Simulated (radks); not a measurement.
The numbers below are computed, except where a source is named.
Species: neutral arsenic. Configuration: [Ar] 3d9.75 4s2 4p3.25 (fractional occupations, a model configuration).

Code: a radial shooting solver on a logarithmic mesh with Libxc functionals. Model: Dirac Kohn-Sham, PBE, spin-unpolarised, spherical densities, finite nucleus; open shells fill j = l - 1/2 first; Fermi nuclear charge, rms radius 4.0968 fm.

Energy parts (eV):
total: -61513.771
kinetic: 62901.903
electron-nucleus: -148411.864
Hartree: 26269.976
exchange-correlation: -2273.786

Orbitals (lengths in bohr, moments of r in powers of bohr; <r^-3> diverges for s and p1/2):
orbital  occ.  eigenvalue (eV)       <r^4>  <r^-3>  small-component weight
1s1/2       2        -11718.63  0.00001999       -                1.43e-02
2s1/2       2        -1489.411    0.004067       -                2.78e-03
2p1/2       2        -1330.985    0.002836       -                2.77e-03
2p3/2       4        -1294.427    0.003041    1064                2.72e-03
3s1/2       2        -192.9174      0.2707       -                6.51e-04
3p1/2       2        -139.6655      0.3253       -                6.01e-04
3p3/2       4        -134.6151      0.3482   148.2                5.85e-04
3d3/2       4         -43.5676      0.7394   17.51                4.61e-04
3d5/2    5.75         -42.8281      0.7608   16.99                4.56e-04
4s1/2       2         -14.9925       29.61       -                8.24e-05
4p1/2       2          -5.6541       98.05       -                5.05e-05
4p3/2    1.25          -5.3653       107.2   8.484                4.85e-05

The highest occupied level is 4p3/2 at -5.365 eV. The electron density at the nucleus is 3.557e+04 e/bohr^3.
